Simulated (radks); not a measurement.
The numbers below are computed, except where a source is named.
Coulomb parameter of the 4f shell of the promethium ion Pm2+ in the model configuration [Xe] 4f4 6p1, as a second difference U = [E(n + 0.5) + E(n - 0.5) - 2 E(n)] / (0.5)^2 with all orbitals relaxed. "Bare": the charge of the atom changes with n. "Screened": the 6p shell takes up the change at fixed total charge, which measures U(4f,4f) + U(6p,6p) - 2 U(4f,6p). Code: a radial shooting solver on a logarithmic mesh with Libxc functionals. Model: scalar-relativistic Kohn-Sham, LDA (Slater exchange, Perdew-Wang correlation), spin-unpolarised, spherical densities, finite nucleus; Fermi nuclear charge, rms radius 4.962 fm.

start: configuration [Xe] 4f4 6p1; E - E(n) (eV) 0.000
bare +0.5: configuration [Xe] 4f4.5 6p1; E - E(n) (eV) -10.382
bare -0.5: configuration [Xe] 4f3.5 6p1; E - E(n) (eV) 14.596
screened +0.5: configuration [Xe] 4f4.5 6p0.5; E - E(n) (eV) -5.361
screened -0.5: configuration [Xe] 4f3.5 6p1.5; E - E(n) (eV) 7.403

U(bare) = 16.854 eV, U(screened by 6p) = 8.168 eV, against the Slater integral F0(4f,4f) = 26.933 eV with frozen orbitals.
